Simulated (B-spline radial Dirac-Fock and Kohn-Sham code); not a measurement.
**Electron momentum distribution of Hg⁷²⁺: Compton profiles**

System: the Hg⁷²⁺ ion, 1s2 2s2 2p4.

Input file task.json (cfg lists n, l and occupation; rrms is the nuclear radius in fm):

```json
{"items": [{
  "Z": 80,
  "q": 72,
  "cfg": [[1, 0, 2], [2, 0, 2], [2, 1, 4]],
  "A": 202,
  "rrms": 5.4648,
  "do": ["scatter"],
  "s": [0.0, 0.09, 0.11, 0.14, 0.17, 0.21, 0.25, 0.31, 0.38, 0.47, 0.57, 0.7, 0.86, 1.06, 1.3, 1.59, 1.96, 2.4, 2.94, 3.61, 4.43, 5.43, 6.66],
  "pz": [0, 0.1, 0.2, 0.3, 0.4, 0.5, 0.6, 0.8, 1.0, 1.2, 1.4, 1.6, 1.8, 2.0, 2.5, 3.0, 4.0, 5.0, 7.0, 10.0, 15.0, 20.0, 30.0, 40.0, 60.0, 100.0],
  "hv_scatter": [2000, 5000, 8047.8, 10000, 20000, 30000, 200000, 500000]
}]}
```

Run with: `python xray_run.py task.json out`

These are calculated numbers from a B-spline atomic structure program; the model is the impulse approximation on Dirac-Fock densities. pz is in atomic units of momentum; subshell profiles are per electron, for a selection of subshells; open shells are spread over both j values by their weights.

```tsv
pz	J total	J 1s1/2	J 2p1/2	J 2p3/2
0	0.1474	0.00911	0.0153	0.0172
1.2	0.1470	0.00910	0.0153	0.0172
1.4	0.1469	0.00910	0.0153	0.0172
1.6	0.1467	0.00910	0.0153	0.0172
1.8	0.1465	0.00910	0.0153	0.0172
2	0.1463	0.00909	0.0153	0.0172
2.5	0.1457	0.00908	0.0153	0.0172
3	0.1450	0.00907	0.0153	0.0172
4	0.1432	0.00905	0.0153	0.0172
5	0.1410	0.00902	0.0153	0.0172
7	0.1352	0.00894	0.0152	0.0170
10	0.1238	0.00876	0.0150	0.0166
15	0.1012	0.00836	0.0138	0.0150
20	0.07841	0.00783	0.0120	0.0124
30	0.04421	0.00657	0.00736	0.00676
40	0.02563	0.00525	0.00389	0.00310
60	0.01048	0.00306	0.000982	0.000598
100	0.002614	0.000957	9.61e-05	3.64e-05
```

J(0) = 0.1474. The 2s1/2 subshell gives the largest part, 43 %.

Mean momentum ⟨p⟩ by subshell (a.u.): 1s1/2 87.2, 2s1/2 32.1, 2p1/2 41.8, 2p3/2 36.2.
